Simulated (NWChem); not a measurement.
Species: C2H5FSi2; SMILES [SiH2]1C=C([SiH2]1)F

```xyz
10

F      0.3614    -2.2963     0.0000
C      0.2487    -0.9722     0.0000
C      1.3014    -0.1248     0.0000
Si     0.4775     1.5642     0.0000
Si    -1.3333     0.0833     0.0000
H      2.3453    -0.4600     0.0000
H      0.7278     2.3984     1.2145
H      0.7278     2.3984    -1.2145
H     -2.1864    -0.0770     1.2161
H     -2.1864    -0.0770    -1.2161
```
Atoms are numbered in this order, from 1.

Program: NWChem. Structure relaxed at the PBE0/def2-SVP level.

For level PBE0/def2-TZVP:

```
Property                     Result
---------------------------  ------
highest occupied level (eV)   -7.86
orbital gap (eV)               7.23
dipole (D)                     0.96
```

### Question
Estimate the same quantities for level CAM-B3LYP/def2-TZVP.

### Answer
The highest occupied level (eV) comes out as -9.12. The orbital gap (eV) comes out as 9.69 and the dipole (D) is 1.13.
